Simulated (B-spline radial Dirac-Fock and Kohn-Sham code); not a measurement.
**X-ray emission lines of Br¹²⁺**

System: bromine as Br¹²⁺ in the configuration [Ar] 3d5.

Method: Dirac-Fock (average of configuration) total-energy differences with a finite nucleus, the Breit interaction including its frequency dependence, and self-energy and vacuum-polarisation corrections. Computed with a B-spline atomic structure program. A line energy is the difference of two single-hole energies; the list is a selection of electric-dipole transitions between resolved j subshells. Correlation energy is missing from these numbers.

```csv
line,energy (eV),wavelength (Å)
K-M3,13341.0,0.92934
K-M2,13332.9,0.92991
K-L3,11923.7,1.0398
K-L2,11876.9,1.0439
L1-M3,1654.3,7.4945
L1-M2,1646.2,7.5313
L2-M1,1386.5,8.9424
L3-M1,1339.7,9.2549
```
